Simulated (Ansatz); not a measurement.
Reaction (formal exchange of groups at a Ti–O bond): `[OH][Ti]([OH])([Cl])[Cl]` + `CO/C=C/Cl` → `[OH][Ti]([Cl])([Cl])[Cl]` + `CO/C=C/O`

Calculated with Ansatz (gas phase, PBE0-D4/def2-TZVP geometries, no zero-point term in ΔE). CBS: MP2 limit from def2 TZ/QZ plus the TZ coupled-cluster correction, frozen cores. Double bonds are as drawn, so ΔE can hold a change between cis and trans. DFT in def2-TZVPP. For Ti outer-core shells are correlated without core-valence functions, which leaves a few kJ/mol of doubt a bond. Scalar relativity is left out up to krypton. Each species was taken in one conformer, which may not be the lowest.

```json
{"level": "B2PLYP", "ΔE (eV)": "-0.08"}
{"level": "HF/def2-QZVPP", "ΔE (eV)": "-0.02"}
```

(1) What does CCSD(T)/CBS give? (An estimate is asked.)

Largest T1 diagnostic among the species: 0.024, so the coupled-cluster value is less sure than usual.

## Answers

(1) Computed: -0.05 eV. The listed levels differ from it by -0.03, 0.03 eV.

In def2-TZVPP, CCSD(T) changes the Hartree–Fock value by −0.04 eV (the triples alone add −0.05 eV) and MP2 by −0.07 eV.
